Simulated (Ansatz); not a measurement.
Start from `ClBCCl` and change one atom or group to get `[AlH2][BH]CCl`.

Ansatz, PBE0-D4/def2-TZVP geometries, multiplicity 1. Each molecule was computed in one conformer, which needn't be the lowest. `[AlH2][BH]CCl` holds a close contact that its SMILES doesn't draw: Cl···B 2.18 Å.

```tsv
property	`ClBCCl`
HOMO energy (PBE0/def2-TZVPP) / eV	-8.44
HOMO energy (B3LYP/def2-TZVPP) / eV	-8.20
HOMO–LUMO gap (PBE0/def2-TZVPP) / eV	6.81
zero-point energy (PBE0-D4/def2-TZVP) / kJ/mol	111.5
LUMO energy (B3LYP/def2-TZVPP) / eV	-1.83
size of the dipole moment (PBE/def2-TZVPP) / D	1.55
```

(1) What does the change do to each property? (An estimate is asked.)

Answers

(1) Ansatz gave: 
| property | `[AlH2][BH]CCl` | shift |
| --- | --- | --- |
| HOMO energy (PBE0/def2-TZVPP) / eV | -7.13 | 1.31 |
| HOMO energy (B3LYP/def2-TZVPP) / eV | -6.95 | 1.25 |
| HOMO–LUMO gap (PBE0/def2-TZVPP) / eV | 5.61 | -1.20 |
| zero-point energy (PBE0-D4/def2-TZVP) / kJ/mol | 141.3 | 29.8 |
| LUMO energy (B3LYP/def2-TZVPP) / eV | -1.73 | 0.10 |
| size of the dipole moment (PBE/def2-TZVPP) / D | 2.09 | 0.54 |

With PBE0 the HOMO rises by 1.31 eV and the LUMO rises by 0.11 eV, so the gap narrows by about 1.20 eV. PBE moves the HOMO by 1.13 eV and ωB97M-V by 1.43 eV. The zero-point energy changes by 29.8 kJ/mol with +6 modes. Dipoles are sizes alone; their direction can turn.

B3LYP here is the variant with VWN-RPA as its local correlation; programs differ in this.
